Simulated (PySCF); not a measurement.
Species: propyl methanesulfonate, C4H10O3S.
Bonds: C1–C2, C2–C3, C3–O4, O4–S5, S5–C6, S5–O7 (double), S5–O8 (double). Hydrogens: H9, H10, H11 on C1; H12, H13 on C2; H14, H15 on C3; H16, H17, H18 on C6.

Level of theory: PBE0-D3(BJ)/def2-SVP geometry optimisation, gas phase (PySCF).

(1) Give the optimised bond lengths and angles.

## Answers

(1) 
```tsv
bond	length (Å)
C1–C2	1.519
C2–C3	1.515
C3–O4	1.437
O4–S5	1.624
S5–C6	1.769
S5=O7, S5=O8	1.452
C1–H9, C1–H10, C1–H11	1.100
C2–H12, C2–H13	1.103
C3–H14, C3–H15	1.101
C6–H16, C6–H17, C6–H18	1.097
```

Bonds in one row agree within 0.01 Å and their mean is given. A selection of angles:
```tsv
angle	degrees
C1–C2–C3	113.9
C2–C3–O4	113.0
C3–O4–S5	116.8
O4–S5–C6	97.3
O4–S5–O7	108.6
C6–S5–O7	110.3
O7–S5–O8	119.9
```

Torsions: C1–C2–C3–O4 -54° (synclinal); C2–C3–O4–S5 -67° (synclinal); C3–O4–S5–C6 -154° (antiperiplanar). The mirror-image conformer, all signs reversed, is as good.

The 3 O–S bonds span 1.451 Å (S5=O8, drawn double) to 1.624 Å (O4–S5, drawn single), a spread of 0.173 Å. S5 (sulfonyl sulfur) is distorted tetrahedral (angles from 97.3° to 119.9°). Of the pairs four or more bonds apart, O7···H15 is among the closest relative to their van der Waals radii: 2.51 Å, 92 % of the sum of Bondi's values.

Point group: C1 (no symmetry element, even within 0.4 Å). No PBE0-D3(BJ)/def2-SVP frequencies stand behind this structure, so it isn't proved a minimum. The numbers are those of one conformer.
